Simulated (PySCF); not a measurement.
**Steps of a relaxation of [Pb(NH2)3]−**

[Pb(NH2)3]− (singlet; a saddle point, relaxed within its symmetry). PySCF 2.14.0, RKS PBE0, Pb def2-SVP with ECP60, N def2-SVP, H def2-SVP; non-relativistic Hamiltonian with scalar-relativistic core potentials where named; density fitting; no spin-orbit coupling. Origin of the start: template. Columns: position (Å) and force (eV/Å). Energies are counted from the last step; some of the 5 steps are shown. Forces carry noise of the integration grid, about 0.01 to 0.03 eV/Å.

Run from Python with OMP_NUM_THREADS=2. Where DIIS fails, smearing, a level shift and second-order steps follow.
It took 14 s on 2 threads of Arm Neoverse V2, on a shared host, from the converged density of the start.

```xyz
10
step 0  E = 0.474 eV
Pb    0.0000    0.0000    0.0000     0.00    0.00    0.00
N     2.2410    0.0000    0.0000     1.00    0.00    0.00
H     2.8310    0.0000    0.8300     0.45    0.00    0.15
H     2.8310    0.0000   -0.8300     0.45    0.00   -0.15
N    -1.1205    1.9408    0.0000    -0.50    0.87    0.00
H    -1.4155    2.4517    0.8300    -0.22    0.39    0.15
H    -1.4155    2.4517   -0.8300    -0.22    0.39   -0.15
N    -1.1205   -1.9408    0.0000    -0.50   -0.87    0.00
H    -1.4155   -2.4517    0.8300    -0.22   -0.39    0.15
H    -1.4155   -2.4517   -0.8300    -0.22   -0.39   -0.15
```

```xyz
10
step 1  E = 0.146 eV
Pb    0.0000    0.0000    0.0000     0.00    0.00    0.00
N     2.3165    0.0000    0.0000     0.34    0.00    0.00
H     2.9126    0.0000    0.8304     0.29    0.00   -0.03
H     2.9126    0.0000   -0.8304     0.29    0.00    0.03
N    -1.1582    2.0062    0.0000    -0.17    0.30    0.00
H    -1.4563    2.5224    0.8304    -0.15    0.25   -0.02
H    -1.4563    2.5224   -0.8304    -0.15    0.25    0.02
N    -1.1583   -2.0061    0.0000    -0.17   -0.30    0.00
H    -1.4563   -2.5224    0.8304    -0.15   -0.25   -0.02
H    -1.4563   -2.5224   -0.8304    -0.15   -0.25    0.02
```

```xyz
10
step 3  E = 0.000 eV
Pb    0.0000    0.0000    0.0000     0.00    0.00    0.00
N     2.4023    0.0000    0.0000     0.01    0.00    0.00
H     3.0266    0.0000    0.8143     0.01    0.00    0.00
H     3.0266    0.0000   -0.8143     0.01    0.00    0.00
N    -1.2011    2.0805    0.0000     0.00    0.02    0.00
H    -1.5133    2.6211    0.8143    -0.01    0.01    0.00
H    -1.5133    2.6211   -0.8143    -0.01    0.01    0.00
N    -1.2012   -2.0805    0.0000     0.00   -0.02    0.00
H    -1.5133   -2.6211    0.8143    -0.01   -0.01    0.00
H    -1.5133   -2.6211   -0.8143    -0.01   -0.01    0.00
```

Problem. Where does the relaxation end?

Solution. It converges at step 4 in D3h:
```xyz
10
step 4  E = 0
Pb    0.0000    0.0000    0.0000
N     2.4057    0.0000    0.0000
H     3.0310    0.0000    0.8137
H     3.0310    0.0000   -0.8137
N    -1.2028    2.0834    0.0000
H    -1.5155    2.6250    0.8137
H    -1.5155    2.6250   -0.8137
N    -1.2029   -2.0834    0.0000
H    -1.5155   -2.6250    0.8137
H    -1.5155   -2.6250   -0.8137
```

Problem. How did the contacts change?

Solution. 
```csv
contact,start (Å),end (Å)
Pb1–N2 (NH2),2.241,2.406
Pb1–N5 (NH2),2.241,2.406
Pb1–N8 (NH2),2.241,2.406
```
